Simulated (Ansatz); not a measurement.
Telling isomers of BHNZn apart by their spectra

These gas-phase data were calculated for one isomer of BHNZn at r2SCAN-D4/def2-SVP (harmonic, unscaled wavenumbers; equilibrium rotational constants with average atomic masses):

- rotational constants: 4.056 GHz
- all wavenumbers above 1500 cm⁻¹: 2847, 1847

Candidates:

(1) the doublet with the links of `B=[N][Zn]`
(2) `[B]=[N][ZnH]`, a doublet
(3) the doublet with the links of `N=[B][Zn]`

Q: Which candidate do the data belong to?

A: Candidate (1). The band at 2847 cm⁻¹ lies where the B–H stretch is expected; (2), (3) have no mode between 2350 and 2900 cm⁻¹.

The same quantities for all candidates:

|  | rotational constants (GHz) | wavenumbers above 1500 cm⁻¹ | E above the lowest, r2SCAN-D4/def2-SVP (kcal/mol) |
| --- | --- | --- | --- |
| (1) | 4.056 | 2847, 1847 | 0.0 |
| (2) | 4.432 | 1956, 1909 | 26.6 |
| (3) | 3.148 | 3858, 1898 | 9.2 |

Harmonic stretches to hydrogen usually lie a few per cent above observed fundamentals. Each candidate is one conformer. Open shells are spin-unrestricted. Programs: Ansatz 0.2.0.
